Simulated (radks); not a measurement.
The numbers below are computed, except where a source is named.
All-electron atom: Mo IV in [Kr] 4d3. Level of theory: scalar-relativistic Kohn-Sham, SCAN, spin-unpolarised, spherical densities, finite nucleus; meta-GGA in the generalised Kohn-Sham scheme; Fermi nuclear charge, rms radius 4.4091 fm (a radial shooting solver on a logarithmic mesh with Libxc functionals). Some entries of the table are withheld. Estimate them.

orbital,occ.,eigenvalue (Ry),<r> (bohr)
1s,2,-1462.523,0.03517
2s,2,-209.6267,(1)
2p,6,(2),0.1340
3s,2,-38.09095,(3)
3p,6,(4),0.4298
3d,10,-18.84838,0.4151
4s,2,-7.22456,1.100
4p,6,-5.23250,(5)
4d,3,-2.39888,1.602

Answer. 
(1) 2s <r> (bohr): 0.1536
(2) 2p eigenvalue (Ry): -187.4277
(3) 3s <r> (bohr): 0.4277
(4) 3p eigenvalue (Ry): -30.74057
(5) 4p <r> (bohr): 1.213
